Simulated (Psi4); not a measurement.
Psi4 input (wB97X-D/6-311+G**):

```
memory 1500 MB

molecule {
0 2
C    -0.52259556    1.41380818   -0.54710335
C    -0.47628879   -0.00863254   -0.10906475
C    -1.76113446   -0.73758789    0.07712034
C     0.73653517   -0.51459163    0.60259510
N     1.98103512   -0.12297846   -0.06787998
H     0.47082954    1.78409374   -0.79625337
H    -0.92322001    2.06075267    0.25152764
H    -1.18221459    1.54698921   -1.40901904
H    -1.61418387   -1.81869408    0.13333524
H    -2.46315045   -0.52641688   -0.73370246
H    -2.26847651   -0.43754736    1.00949665
H     0.63649361   -1.60091063    0.74420106
H     0.77768246   -0.08277357    1.61760298
H     2.05416823   -0.58675710   -0.96638075
H     2.78572766   -0.39586353    0.48306804
symmetry c1
no_reorient
no_com
}

set {
  basis 6-311+G**
  reference uks
  scf_type df
  df_basis_scf def2-universal-jkfit
  dft_radial_points 99
  dft_spherical_points 590
  e_convergence 1e-8
  d_convergence 1e-7
  maxiter 150
}

e = energy('wb97x-d')
print_out(f'\nFINAL {e:.10f} DIPOLE {variable("CURRENT DIPOLE")[0]:.6f} {variable("CURRENT DIPOLE")[1]:.6f} {variable("CURRENT DIPOLE")[2]:.6f}\n')
```

Output:

```
   => Loading Basis Set <=

    Name: 6-311+G**
    Role: ORBITAL
    Keyword: BASIS
    atoms 1-4  entry C          line   129 file 6-311pgss.gbs
    atoms 5    entry N          line   150 file 6-311pgss.gbs
    atoms 6-15 entry H          line    42 file 6-311pgss.gbs

   => WB97X-D: Empirical Dispersion <=

    Chai and Head-Gordon Dispersion Correction
    Chai, J.-D.; Head-Gordon, M. (2010), J. Chem. Phys., 132: 6615-6620

        s6 =       1.000000

         ---------------------------------------------------------
                                   SCF
               by Justin Turney, Rob Parrish, Andy Simmonett
                          and Daniel G. A. Smith
                              UKS Reference
         ---------------------------------------------------------

  ==> Geometry <==

    Molecular point group: c1
    Full point group: C1

    Geometry (in Angstrom), charge = 0, multiplicity = 2:

       Center              X                  Y                   Z               Mass
    ------------   -----------------  -----------------  -----------------  -----------------
         C           -0.522595560000     1.413808180000    -0.547103350000    12.000000000000
         C           -0.476288790000    -0.008632540000    -0.109064750000    12.000000000000
         C           -1.761134460000    -0.737587890000     0.077120340000    12.000000000000
         C            0.736535170000    -0.514591630000     0.602595100000    12.000000000000
         N            1.981035120000    -0.122978460000    -0.067879980000    14.003074004430
         H            0.470829540000     1.784093740000    -0.796253370000     1.007825032230
         H           -0.923220010000     2.060752670000     0.251527640000     1.007825032230
         H           -1.182214590000     1.546989210000    -1.409019040000     1.007825032230
         H           -1.614183870000    -1.818694080000     0.133335240000     1.007825032230
         H           -2.463150450000    -0.526416880000    -0.733702460000     1.007825032230
         H           -2.268476510000    -0.437547360000     1.009496650000     1.007825032230
         H            0.636493610000    -1.600910630000     0.744201060000     1.007825032230
         H            0.777682460000    -0.082773570000     1.617602980000     1.007825032230
         H            2.054168230000    -0.586757100000    -0.966380750000     1.007825032230
         H            2.785727660000    -0.395863530000     0.483068040000     1.007825032230

  Running in c1 symmetry.

  Rotational constants: A =      0.25160  B =      0.11733  C =      0.08739 [cm^-1]
  Rotational constants: A =   7542.90857  B =   3517.50445  C =   2619.88088 [MHz]
  Nuclear repulsion =  183.260278003432830

  Charge       = 0
  Multiplicity = 2
  Electrons    = 41
  Nalpha       = 21
  Nbeta        = 20

[...]
      27A      0.117832    28A      0.123421    29A      0.129344
      30A      0.136262    31A      0.159895    32A      0.174238
      33A      0.179096    34A      0.187117    35A      0.193660
      36A      0.200078    37A      0.209753    38A      0.234172
      39A      0.244268    40A      0.248500    41A      0.258933
      42A      0.266955    43A      0.272758    44A      0.280267
      45A      0.293046    46A      0.309183    47A      0.311573
      48A      0.316663    49A      0.331631    50A      0.341602
      51A      0.350858    52A      0.359038    53A      0.370470
      54A      0.403865    55A      0.413824    56A      0.483149
      57A      0.496016    58A      0.515389    59A      0.559697
      60A      0.572518    61A      0.579562    62A      0.591636
      63A      0.629844    64A      0.647770    65A      0.671918
      66A      0.699970    67A      0.725639    68A      0.729283
      69A      0.734770    70A      0.739753    71A      0.757047
      72A      0.764254    73A      0.774000    74A      0.783514
      75A      0.794345    76A      0.822587    77A      0.839417
      78A      0.878442    79A      0.903511    80A      0.929806
      81A      0.952718    82A      0.990764    83A      1.056160
      84A      1.084013    85A      1.123376    86A      1.167094
      87A      1.271370    88A      1.285244    89A      1.372982
      90A      1.433091    91A      1.436629    92A      1.470784
      93A      1.522822    94A      1.526179    95A      1.559121
      96A      1.572758    97A      1.588872    98A      1.640324
      99A      1.652440   100A      1.663262   101A      1.686042
     102A      1.706625   103A      1.709156   104A      1.733741
     105A      1.755718   106A      1.763560   107A      1.787958
     108A      1.813412   109A      1.835588   110A      1.846427
     111A      1.890912   112A      1.910499   113A      1.997226
     114A      2.023406   115A      2.044015   116A      2.067734
     117A      2.100072   118A      2.159116   119A      2.188494
     120A      2.193747   121A      2.226426   122A      2.276995
     123A      2.356166   124A      2.412122   125A      2.416941
     126A      2.460563   127A      2.524188   128A      2.539579
     129A      2.564705   130A      2.578481   131A      2.607833
     132A      2.611838   133A      2.625614   134A      2.647694
     135A      2.654318   136A      2.667430   137A      2.691785
     138A      2.726600   139A      2.754015   140A      2.778568
     141A      2.780480   142A      2.831552   143A      2.843832
     144A      2.906686   145A      2.930061   146A      2.964056
     147A      3.040897   148A      3.070718   149A      3.111391
     150A      3.144891   151A      3.224731   152A      3.275624
     153A      3.308779   154A      3.606010   155A      3.730388
     156A      3.850325   157A      3.867834   158A      3.929467
     159A      3.957150   160A      3.986942   161A      4.214808
     162A      4.410497   163A      4.417887   164A      4.850031
     165A      4.965912   166A     23.924578   167A     23.991332
     168A     24.094516   169A     24.127858   170A     35.733651

    Final Occupation by Irrep:
              A
    DOCC [    20 ]
    SOCC [     1 ]
    NA   [    21 ]
    NB   [    20 ]

  @DF-UKS Final Energy:  -213.13526445707740

   => Energetics <=

    Nuclear Repulsion Energy =            183.2602780034328305
    One-Electron Energy =                -649.0958049413767412
    Two-Electron Energy =                 274.7190625546250544
    DFT Exchange-Correlation Energy =     -22.0120065896195349
    Empirical Dispersion Energy =          -0.0067934841389901
    VV10 Nonlocal Energy =                  0.0000000000000000
    Total Energy =                       -213.1352644570773691

  UHF NO Occupations:
  HONO-2 :   19  A 1.9995013
  HONO-1 :   20  A 1.9989238
  HONO-0 :   21  A 1.0000000
  LUNO+0 :   22  A 0.0010762
  LUNO+1 :   23  A 0.0004987
  LUNO+2 :   24  A 0.0002627
  LUNO+3 :   25  A 0.0002573

Computation Completed

Properties will be evaluated at   0.000000,   0.000000,   0.000000 [a0]

Properties computed using the SCF density matrix

 Multipole Moments:

 ------------------------------------------------------------------------------------
     Multipole            Electronic (a.u.)      Nuclear  (a.u.)        Total (a.u.)
 ------------------------------------------------------------------------------------

 L = 1.  Multiply by 2.5417464519 to convert [e a0] to [Debye]
 Dipole X            :          0.0140446            0.0000001            0.0140447
 Dipole Y            :         -0.4617585           -0.0000001           -0.4617586
 Dipole Z            :          0.1470319            0.0000003            0.1470322
 Magnitude           :                                                    0.4848059

 ------------------------------------------------------------------------------------

FINAL -213.1352644571 DIPOLE 0.014045 -0.461759 0.147032

*** Psi4 exiting successfully. Buy a developer a beer!
```

The geometry given is a B3LYP-D3(BJ)/def2-TZVP minimum.
